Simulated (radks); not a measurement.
Question: Os IV, 73 electrons, occupied as [Xe] 4f14 5d4 7f1 (not the ground configuration). Calculated with a radial shooting solver on a logarithmic mesh with Libxc functionals: scalar-relativistic Kohn-Sham, LDA (Slater exchange, Perdew-Wang correlation), spin-polarised, spherical densities, point nucleus; open shells are filled with parallel spins first (spin-orbit coupling, left out, can overturn this in heavy ions). Some entries of the table are withheld. Estimate them.

orbital,occ.,eigenvalue (hartree),<r> (bohr),<r^2> (bohr^2)
1s up,1,-2714.407,0.01774,0.0004337
1s down,1,-2714.407,0.01774,0.0004337
2s up,1,-474.0913,0.07493,0.006647
2s down,1,-474.0815,0.07493,0.006647
2p up,3,-413.1512,0.06730,0.005535
2p down,3,-413.1430,0.06729,0.005535
3s up,1,-111.5155,0.1940,0.04305
3s down,1,-111.5107,0.1940,0.04305
3p up,3,-93.62658,0.1947,0.04393
3p down,3,-93.62145,0.1946,0.04393
3d up,5,-73.61775,0.1763,0.03639
3d down,5,-73.61029,0.1763,0.03639
4s up,1,-24.74946,0.4320,0.2107
4s down,1,-24.73922,0.4320,0.2107
4p up,3,-18.88013,0.4597,0.2404
4p down,3,-18.86982,0.4597,0.2403
4d up,5,-11.59562,0.4893,0.2772
4d down,5,-11.58321,0.4890,0.2768
5s up,1,-4.95579,1.001,1.123
5s down,1,-4.87837,0.9956,1.111
4f up,7,-3.49589,0.5564,0.3815
4f down,7,-3.47577,0.5533,0.3762
5p up,3,-3.44312,1.151,1.495
5p down,3,-3.34794,1.145,1.478
5d up,4,-1.70299,1.537,2.702
5d down,0,-1.59175,1.543,2.736
7f up,1,(1),10.48,124.2
7f down,0,(2),10.78,132.9

Answer: 
(1) 7f up eigenvalue (hartree): -0.22742
(2) 7f down eigenvalue (hartree): -0.20990
